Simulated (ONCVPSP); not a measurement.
Ag (Z = 47): ONCV pseudisation with PBEsol, scalar-relativistic reference atom.

```json
{
 "Element": "Ag",
 "Generator": "ONCVPSP 4.0.1",
 "Type": "optimised norm-conserving Vanderbilt (ONCV)",
 "Functional": "PBEsol",
 "Relativity": "scalar-relativistic",
 "Frozen core": "[Ar] 3d10",
 "Valence charge": "19",
 "Reference configuration": "4s2 4p6 4d10 5s0.75 5p0.25",
 "Partial waves": "4s+5s: rc 1.55 bohr, ncon 3, nbas 7, qcut 5.9 1/bohr, 2 projectors; 4p+5p: rc 1.85 bohr, ncon 5, nbas 9, qcut 6 1/bohr, 2 projectors; 4d: rc 1.55 bohr, ncon 4, nbas 9, qcut 8.5 1/bohr, 3 projectors, debl 1.9 Ha",
 "Local potential": "polynomial inside 1.15 bohr (lpopt 5, dvloc0 1 Ha)",
 "Core correction": "Teter function, fcfact 4.25, rcfact 1.4"
}
```

Q: Does the generator finish with these settings?

A: Yes, a potential is produced and its reference levels are reproduced.

Q: Estimate the cutoffs (Ha) at which the residual kinetic energy of the hardest occupied pseudo-wave falls to 1 and 0.1 mHa per electron.

A: 29 Ha and 39 Ha.

Q: Does the potential have ghost states?

A: No bound ghost flagged; GHOST(+) flagged for s at 177.1 eV.

Its largest configuration-test error is -1.8 meV (4s2 4p6 4d10 5s0 5p0). 1 of 4 tests not solved or not reliable.
